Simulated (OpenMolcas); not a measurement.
# Ti+: thermal populations, worked from levels

```json
{
 "Program": "OpenMolcas",
 "Basis": "ANO-L-VQZP [7s6p4d3f2g]",
 "Scalar Hamiltonian": "non-relativistic, point nucleus",
 "Active space": "3 electrons in 6 orbitals (3d 4s)",
 "State averaging": "2S+1 = 4 even, 20 roots; 2S+1 = 2 even, 52 roots",
 "Spin-orbit coupling": "state interaction with AMFI integrals over the reference wave functions, term energies averaged over their components"
}
```

Methods: CASSCF; MS-CASPT2, IPEA 0.25 Eh, imaginary shift 0.1 Eh (closed shells correlated: 3s 3p). Measured levels: NIST Handbook of Basic Atomic Spectroscopic Data.

**Thermal populations.** Z = Σ (2J + 1) exp(-E/kT) with k = 0.695035 cm-1/K, over the levels below. No other level of either list lies under 3740 cm-1, which is above 7 kT at each temperature.

```tsv
Level	2J + 1	MS-CASPT2	measured
3d² 4s ⁴F_3/2	4	0.0	0.0
3d² 4s ⁴F_5/2	6	89.7	94.1
3d² 4s ⁴F_7/2	8	216	226
3d² 4s ⁴F_9/2	10	379	393
3d³ ⁴F_3/2	4	1118	908
3d³ ⁴F_5/2	6	1210	984
3d³ ⁴F_7/2	8	1337	1087
3d³ ⁴F_9/2	10	1495	1216
```

```
T (K)  Z, MS-CASPT2  Z, measured levels  Ground level (%), MS-CASPT2  Ground level (%), measured levels
  300        12.423              12.223                         32.2                               32.7
```

At 300 K, kT = 209 cm-1, and the computed levels give Z = 4.000 + 3.902 + 2.839 + 1.624 + 0.019 + 0.018 + 0.013 + 0.008 = 12.423.

CASPT2 does not keep the components of a term degenerate, so their means are used; among the terms shown or strongly mixed into the levels shown the widest spread is 1700 cm-1 (3d² 4s ⁴F, MS-CASPT2). Over all roots computed the reference weight is 0.88 to 0.94 in MS-CASPT2; the roots of lowest weight are the least certain, and an intruder state may touch them. Configurations are named by rounded mean occupations; where the s occupation lies near a half they are strongly mixed, a name can repeat and a true partner stay unpaired. A single d shell beside an s shell can misplace configurations of different d count against each other. Without dynamic correlation excited terms often stand tens of per cent too high (terms of higher spin than the ground term too low), and those without a measured partner can miss by more than the paired ones (holds for CASSCF). The CASPT2 spread within a term exceeds the gap to the next term for 3d² 4s ⁴F and 3d³ ⁴F, so the order of their levels is uncertain, and so are names and mixing where such terms share a J (holds for MS-CASPT2). Computed and measured levels are paired by configuration, term and J; levels that our copy of the source lacks, or whose pairing is in doubt (as where it misses far off the trend of its configuration), stay unpaired and out of the deviations. Levels of configurations outside the active space are missing.
